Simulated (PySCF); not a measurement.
Bonds (- single, = double, # triple, : aromatic): C1-C2, C2-C3, C3:C4, C4:C5, C5-C6, C5:N7, N7:N8, N8:C9, C9-C10, C9:C3. C1 carries H11, H12, H13; C2 carries H14, H15; C4 carries H16; C6 carries H17, H18, H19; C10 carries H20, H21, H22.

- shieldings: GIAO PBE0/pcSseg-1
- GFN2-xTB structure
- program: PySCF 2.14
- one averaged value for each set of equivalent atoms, no solvent model, non-relativistic Hamiltonian, one conformer

Referencing at the same level of theory: ¹³C (σref 186.93) vs TMS.

**Question.** Do the ¹³C shifts follow the atomic charges (in e)? Tabulate both.

**Answer.** 
```
atoms  hybridisation  δ (ppm)  σ para (ppm)  Hirshfeld    IAO  Mulliken  ESP-fitted
   C5            sp2    162.2          -233      +0.06  +0.13     -0.02       +0.69
   C9            sp2    159.1          -227      +0.06  +0.11     +0.04       +0.74
   C3            sp2    145.5          -225      +0.02  +0.01     -0.29       -0.23
   C4            sp2    129.8          -199      -0.05  -0.17     +0.00       -0.41
   C2            sp3     30.1           -90      -0.06  -0.26     -0.12       -0.01
   C6            sp3     24.7           -87      -0.12  -0.44     -0.16       -0.56
  C10            sp3     22.7           -86      -0.12  -0.43     -0.16       -0.65
   C1            sp3     18.6           -79      -0.11  -0.41     -0.27       -0.19
```

Correlation coefficients of δ with charge over these carbons: Hirshfeld +0.93, IAO +0.95, Mulliken +0.52, ESP-fitted +0.65; with the paramagnetic shielding -1.00. Among the 4 sp2 carbons alone: Hirshfeld +0.99, IAO +0.99, Mulliken +0.17, ESP-fitted +0.94. With so few points, grouped by hybridisation, these coefficients are fragile. Charge is one influence among several: hybridisation and low-lying excitations act through the paramagnetic term.

Shifts are as computed. Against solution values, carbons near 30 ppm lie about +3 ppm off and those near 130 ppm about +5 ppm. Of 1211 compounds with measured shifts, 218 miss one by over three times the rms of a fit or turn the order of signals round; such compounds aren't used in these exercises.
